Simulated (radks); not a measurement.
Spherical quantum dot in the effective-mass picture: electrons in a parabolic well V = omega^2 r^2 / 2 with omega = 0.992, all in effective atomic units (hartree* = m*/eps^2 hartree, bohr* = eps/m* bohr), one dielectric constant everywhere. Method: non-relativistic Kohn-Sham, LDA (Slater exchange, Perdew-Wang correlation), spin-polarised, spherical densities; computed with a radial shooting solver with Libxc functionals. Levels are named by radial order and angular momentum (1s, 1p, 1d, 2s, ...), and open shells are averaged over m. Results are scaled to m* = 0.431 and eps = 9.5, for which hartree* = 130 meV and bohr* = 1.166 nm.

N = 3, configuration 1s2 1p(up 1, down 0). This is the lowest configuration that the search found. Occupied and some empty levels:

level    occupation  eigenvalue (meV)  <r> (nm)
1s up             1            392.15     1.472
1s down           1            399.94     1.466
1p up             1            496.98     1.893
1p down           0            505.51     1.897
1d up             0            609.23     2.224
1d down           0            617.24     2.233
2s up             0            621.84     2.046
2s down           0            627.47     2.056
1f up             0            726.17     2.508
1f down           0            733.12     2.520

Energy (meV): total 954.299, kinetic 299.26, external 421.52, Hartree 379.90, exchange-correlation -146.38.

Electron density:

r (nm)  n(r) (e/nm^3)
0.0692         0.1504
0.243          0.1481
0.417          0.1431
0.591          0.1355
0.764          0.1254
0.938          0.1131
1.11          0.09908
1.29          0.08406
1.46          0.06880
1.63          0.05419
1.81          0.04097
1.98          0.02967
2.15          0.02055
2.33          0.01359
2.50         0.008583
2.68         0.005170
2.85         0.002970
3.02         0.001627
3.20        0.0008493
3.37        0.0004231
